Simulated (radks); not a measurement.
The chromium ion Cr3+, 21 electrons, occupied as [Ne] 3s2 3p5 3d3 4f1 (not the ground configuration). Calculated with a radial shooting solver on a logarithmic mesh with Libxc functionals: scalar-relativistic Kohn-Sham, BLYP, spin-polarised, spherical densities, point nucleus; open shells are filled with parallel spins first. Some entries of the table are withheld. Estimate them.

| orbital | occ. | eigenvalue (eV) | <r> (bohr) |
|---|---|---|---|
| 1s up | 1 | -5941.437 | 0.06355 |
| 1s down | 1 | -5940.993 | 0.06355 |
| 2s up | 1 | -724.9243 | 0.2933 |
| 2s down | 1 | -723.0452 | 0.2928 |
| 2p up | 3 | -618.7786 | 0.2599 |
| 2p down | 3 | -617.0843 | 0.2594 |
| 3s up | 1 | -128.1496 | 0.8723 |
| 3s down | 1 | -122.6702 | 0.8785 |
| 3p up | 3 | -98.8603 | 0.9120 |
| 3p down | 2 | -93.5738 | 0.9226 |
| 3d up | 3 | (1) | (2) |
| 3d down | 0 | (3) | (4) |
| 4s up | 0 | (5) | 2.260 |
| 4p up | 0 | -28.1635 | 2.544 |
| 4f up | 1 | -11.8769 | 4.176 |

Answer. 
(1) 3d up eigenvalue (eV): -53.2271
(2) 3d up <r> (bohr): 1.010
(3) 3d down eigenvalue (eV): -48.4752
(4) 3d down <r> (bohr): 1.048
(5) 4s up eigenvalue (eV): -35.2552
